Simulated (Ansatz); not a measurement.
Z-matrix (Å, degrees):
```
C
C 1 1.522
H 1 1.096 2 112.1
H 1 1.094 2 111.7 3 -119.2
H 1 1.096 2 112.6 3 120.2
In 2 2.190 1 114.3 3 59.7
H 2 1.095 1 110.8 3 -63.4
H 2 1.095 1 110.2 3 -179.7
C 6 2.189 2 117.0 1 20.9
C 6 2.185 2 119.3 1 -175.1
Se 6 3.040 2 92.9 1 -73.6
C 9 1.526 6 112.9 2 79.7
H 9 1.095 6 108.7 2 -157.8
H 9 1.095 6 108.1 2 -42.3
C 10 1.524 6 113.9 2 -22.6
H 10 1.094 6 108.3 2 -146.2
H 10 1.095 6 107.5 2 99.8
H 11 1.468 6 93.0 2 130.6
H 11 1.468 6 90.8 2 39.3
H 12 1.096 9 112.4 6 -179.6
H 12 1.095 9 111.8 6 -59.5
H 12 1.094 9 111.8 6 60.2
H 15 1.094 10 111.8 6 58.1
H 15 1.094 10 111.8 6 -61.4
H 15 1.096 10 112.3 6 178.6
```

Charge 0, multiplicity 1. In takes the def2 core potential.

(1) List the CAM-B3LYP/def2-TZVPP orbital energies in eV (Ansatz 0.2.0). (Estimate.)

Results:

(1) The calculation gave: Occupied: -12353.98, -1583.16, -1421.38, -1421.35, -1421.29, -278.26, -278.21, -278.13, -277.90, -277.89, -277.89, -215.76, -159.88, -159.78, -159.59, -127.83, -84.59, -84.26, -84.25, -60.71, -60.68, -60.52, -60.45, -60.43, -22.67, -22.40, -22.35, -22.28, -21.44, -21.40, -21.38, -21.18, -21.13, -18.15, -18.01, -17.89, -14.03, -13.49, -13.39, -13.29, -13.27, -12.74, -12.67, -12.31, -11.61, -11.40, -11.29, -10.77, -10.73, -10.72, -10.65, -9.09, -7.46, -7.44. Lowest empty: 0.40, 0.51, 0.81, 1.48, 1.53, 1.88, 2.89, 3.07.
